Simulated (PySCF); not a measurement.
PySCF 2.14 output of an unrestricted r2SCAN calculation on a single atom or ion in dyall-av2z (13s9p2d, 50 functions), with the non-relativistic Hamiltonian (point nucleus):

```
SCF conv_tol = 1e-09
number electrons alpha = 9  beta = 5
    J. W. Furness, A. D. Kaplan, J. Ning, J. P. Perdew, and J. Sun.,  J. Phys. Chem. Lett. 11, 8208-8215 (2020)
    J. W. Furness, A. D. Kaplan, J. Ning, J. P. Perdew, and J. Sun.,  J. Phys. Chem. Lett. 11, 9248-9248 (2020)
    J. W. Furness, A. D. Kaplan, J. Ning, J. P. Perdew, and J. Sun.,  J. Phys. Chem. Lett. 11, 8208-8215 (2020)
    J. W. Furness, A. D. Kaplan, J. Ning, J. P. Perdew, and J. Sun.,  J. Phys. Chem. Lett. 11, 9248-9248 (2020)
cycle= 1 E= -395.884464985344  delta_E= -0.00461  |g|= 0.0138  |ddm|= 0.286
cycle= 2 E= -395.88492786419  delta_E= -0.000463  |g|= 0.0137  |ddm|= 0.323
cycle= 3 E= -395.884005890539  delta_E= 0.000922  |g|= 0.00218  |ddm|= 0.215
cycle= 4 E= -395.883988794595  delta_E= 1.71e-05  |g|= 0.000411  |ddm|= 0.0306
cycle= 5 E= -395.883988547311  delta_E= 2.47e-07  |g|= 0.000132  |ddm|= 0.00691
cycle= 6 E= -395.883988499376  delta_E= 4.79e-08  |g|= 2.25e-05  |ddm|= 0.00128
cycle= 7 E= -395.883988497277  delta_E= 2.1e-09  |g|= 6.9e-06  |ddm|= 0.000353
cycle= 8 E= -395.883988497171  delta_E= 1.06e-10  |g|= 1.01e-06  |ddm|= 0.000102
converged SCF energy = -395.883988497171  <S^2> = 6.0000705  2S+1 = 5.0000282
```

The run itself started from symmetry-adapted Hartree-Fock orbitals and held the occupation by maximum overlap, on a logarithmic radial grid, so the iterations belong to that start.

**Question.** Which element, charge and spin multiplicity is this?

**Answer.** S(2+) (sulfur, charge +2), multiplicity 5; the state was [Ne] 3s1 3p2 4s1, high-spin 5P determinant (an excited configuration).

The outer electron is Rydberg-like, and this basis confines it to a smaller radius and binds it less than a complete one would.
